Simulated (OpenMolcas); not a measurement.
# S: effect of the active space

* Program: OpenMolcas
* Method: SS-CASPT2 or its RAS form, IPEA 0.25 Eh, imaginary shift 0.1 Eh
* Basis: ANO-RCC
* Scalar Hamiltonian: DKH2, point nucleus
* Spin-orbit coupling: state interaction with AMFI integrals over the reference wave functions, term energies averaged over their components

A. 6 electrons in 8 orbitals (3s 3p 4s 4p); 2S+1 = 3 even, 3 roots; 2S+1 = 1 even, 6 roots; 2S+1 = 3 odd, 3 roots (0 in the spin-orbit step); closed shells correlated: 2s 2p; CASPT2 step of the order of 12 core-seconds
B. 4 electrons in 9 orbitals (RAS2 3p; RAS3 3d 4s, at most 1 electron); 2S+1 = 3 even, 3 roots; 2S+1 = 1 even, 6 roots; 2S+1 = 5 odd, 6 roots; 2S+1 = 3 odd, 21 roots; 2S+1 = 1 odd, 8 roots; closed shells correlated: 2s 2p 3s; CASPT2 step of the order of 70 core-seconds
C. 6 electrons in 9 orbitals (RAS2 3s 3p; RAS3 3d, at most 2 electrons); 2S+1 = 3 even, 3 roots; 2S+1 = 1 even, 6 roots; 2S+1 = 3 odd, 3 roots; closed shells correlated: 2s 2p; CASPT2 step of the order of 20 core-seconds

Energies in eV above 3s2 3p4 3P2, the measured ground level; measured values from NIST Handbook of Basic Atomic Spectroscopic Data.

```tsv
Level	A	B	C	Measured
3s2 3p4 3P2	0.0000	0.0000	0.0000	0.0000
3s2 3p4 3P1	0.0445	0.0461	0.0445	0.0491
3s2 3p4 3P0	0.0649	0.0675	0.0649	0.0711
3s2 3p4 1D2	1.174	1.135	1.139	1.1454
3s2 3p4 1S0	2.776	3.381	2.745	2.7500
```

Deviations, from unrounded energies. A percentage is the sum of absolute deviations over the sum of measured energies, with the sign that they share, or ± where signs differ.

| Against measurement | Levels | A | B | C |
| --- | --- | --- | --- | --- |
| mean absolute deviation (cm-1) | 4 | 130 | 1300 | 46 |
| fine structure of the ground term (%) | 2 | -9.0 | -5.5 | -9.0 |
| other terms of the ground configuration (%) | 2 | +1.4 | ±16.5 | -0.3 |

C lies closest to measurement on these levels and B furthest from it. The largest miss of C in the table is 3s2 3p4 1D2, by -54 cm-1. The ranking rests on the paired levels alone, and a cruder setting can come out closer through cancelling errors.

Among A to C the level of the table that moves most is 3s2 3p4 1S0, by 5100 cm-1 (lowest in C, highest in B). Moves below CASPT2's spread within the term are not significant.

Term energies are means over components that CASPT2 splits; among the terms shown or strongly mixed into the levels shown the widest spread is 77 cm-1 (3s2 3p4 1D, B). Active for correlation alone: 4p 4s; no level in the range computed is led by a configuration that fills them, so any true level of that kind is missing (holds for A). No level of 3s 3p5 was computed, though it lies in the active space (holds for A). With the s shell closed, the reference lacks s² → p² mixing (holds for B). Some terms miss by over 15 % even with CASPT2, which points to a basis or an active space too small for the shells correlated (holds for B). Active for correlation alone: 3d; no level in the range computed is led by a configuration that fills it, so any true level of that kind is missing (holds for C). Measured partners are found by configuration, term and J. A level has none where our copy of the source lacks it or the pairing is in doubt (some pairs that miss far off the trend of their configuration count as doubtful), and it then counts in no deviation. Levels of configurations outside the active space are missing. The table leaves out levels that lie high or whose names do not pair safely across all columns.
